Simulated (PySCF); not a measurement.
F3Fe, SMILES [F][Fe+]([F])[F] (connectivity only; charge and spin as stated), charge +1, multiplicity 5.

Geometry: PBE0-D3(BJ)/def2-SVP. The spin state was assumed, not searched.

Level of theory: TDA-PBE/def2-SVPD run with PySCF 2.14.0.

Vertical excitations. Isolated molecule, no solvent.

Computed lowest excited states:
```csv
state,energy (eV),λ (nm),f,main pairs
root 1,1.32,938,0.000,α HOMO→LUMO 100 %
root 2,2.09,594,0.000,α HOMO−1→LUMO 99 %
root 3,2.55,486,0.000,β HOMO→LUMO 99 %
root 4,2.62,474,0.000,β HOMO→LUMO+1 99 %
root 5,2.67,465,0.000,α HOMO−2→LUMO 96 %
root 6,2.95,420,0.001,β HOMO−1→LUMO 98 %
root 7,3.04,408,0.000,"β HOMO−1→LUMO+1 66 %, β HOMO−2→LUMO 32 %"
root 8,3.05,407,0.000,β HOMO→LUMO+2 96 %
root 9,3.07,404,0.000,"α HOMO−3→LUMO 27 %, β HOMO−2→LUMO 51 %, β HOMO−1→LUMO+1 19 %"
root 10,3.09,401,0.000,"α HOMO−4→LUMO 79 %, β HOMO−1→LUMO+2 12 %"
```
Unrestricted roots are not spin-pure.
